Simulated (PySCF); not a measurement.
# Spinor energies of Ge (germanium, neutral)

Start: [Ar] 3d10 4s2 4p2; 4p3/2 filled at m_j = +1/2, +3/2. Calculated with PySCF 2.14 in x2c-TZVPall-2c (6s7p4d1f, 54 functions): generalised Hartree-Fock with the X2C-1e Hamiltonian and a Gaussian nucleus; one run each with spin-orbit coupling (SO) switched off, then screened by Boettger's factors. This is a chosen level, not necessarily the ground level.

```tsv
spinor shell	electrons	ε, spin-free (eV)	ε, screened SO (eV)	weight of nominal j (screened SO)	rms radius, screened SO (bohr)
1s1/2	2	-11179.4	-11179.2	1.000	0.0542
2s1/2	2	-1454.0	-1454.0	1.000	0.227
2p1/2	2	-1265.8	-1287.7	1.000	0.201
2p3/2	4	-1265.8	-1255.3	1.000	0.204
3s1/2	2	-201.51	-201.53	1.000	0.667
3p1/2	2	-141.74	-144.84	1.000	0.693
3d3/2	4	-43.525	-43.929	0.993	0.812
3d5/2	6	-43.525	-43.300	0.996	0.817
4s1/2	2	-15.449	-15.465	0.999	2.35
4p3/2	2	-7.801	-7.778	0.783	3.11
```

(1) Where does 3p3/2 lie, and what is the 3p spin-orbit splitting (screened SO)?

```
   quantity    spin-free  screened SO
E (hartree)  -2097.00615  -2097.08157
        M_J            2            2
       ⟨J²⟩        6.011        6.007
       ⟨L²⟩        2.008        2.055
       ⟨S²⟩        2.003        1.984
```

Each row is a mean over spinors that exchange with the open shell spreads, by up to 3.964 eV (4s1/2).

Rows whose weight is well below 1 are mixtures of j = l ± 1/2: exchange outweighs spin-orbit coupling there, and the label is only the starting occupation.

Without spin-orbit coupling the j labels of p, d and f shells carry no meaning; the spin-free column gives the mean over the occupied spinors of each nl shell.

Answers

(1) At -140.29 eV, 4.556 eV above 3p1/2.
